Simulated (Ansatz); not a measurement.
Consider the ligand exchange at the Si–N bond: `[SiH3]N[AsH2]` + H–F → `F[SiH3]` + `N[AsH2]`.

Calculated with Ansatz (gas phase, PBE0-D4/def2-TZVP geometries, no zero-point term in ΔE). CBS: MP2 limit from def2 TZ/QZ plus the TZ coupled-cluster correction, frozen cores. This one scheme is used for every species. DFT in def2-TZVPP. For As outer-core shells are correlated without core-valence functions, which leaves a few kJ/mol of doubt a bond. Scalar relativity is left out up to krypton.

`[SiH3]N[AsH2]`:

Cartesian coordinates in Å:
```
Si 0.933 0.155 0.718
N -0.472 0.756 -0.071
As -1.577 -0.208 -1.191
H 0.631 -0.957 1.664
H 1.560 1.273 1.471
H 1.882 -0.377 -0.296
H -0.892 1.616 0.241
H -0.481 -0.727 -2.121
H -1.583 -1.530 -0.415
```

H–F:

```xyz
2

F    -0.325    0.248    0.211
H     0.325   -0.248   -0.211
```

`F[SiH3]`:

Z-matrix (Å, degrees):
```
Si
F 1 1.600
H 1 1.482 2 108.3
H 1 1.482 2 108.3 3 -120.0
H 1 1.482 2 108.3 3 120.0
```

`N[AsH2]`:

Cartesian coordinates in Å:
```
N -0.594 0.399 0.636
As -0.121 -0.742 -0.746
H 0.167 0.944 1.015
H -1.331 1.025 0.342
H 0.793 -1.623 0.097
H 1.086 -0.003 -1.344
```

```csv
level,ΔE (eV)
PBE-D4,-0.71
ωB97M-V,-0.77
revPBE,-0.82
PBE0,-0.77
CAM-B3LYP,-0.87
CCSD/def2-TZVPP,-0.76
HF/CBS(def2),-0.95
MP2/CBS(def2),-0.69
```

Task: What does CCSD(T)/CBS give? (Estimate.)

Result: Ansatz gave: -0.72 eV. The listed levels differ from it by 0.01, -0.05, -0.10, -0.05, -0.15, -0.04, -0.23, 0.03 eV.

Largest T1 diagnostic among the species: 0.011.

In def2-TZVPP, CCSD(T) changes the Hartree–Fock value by +0.21 eV (the triples alone add +0.03 eV) and MP2 by +0.24 eV. Leaving LDA and LC-ωPBE aside and taking each functional with its dispersion term where it has one, the values, not all of them listed here, spread over 0.16 eV, from B97M-V to revPBE-D4. LDA lies +0.11 eV from PBE without D4.
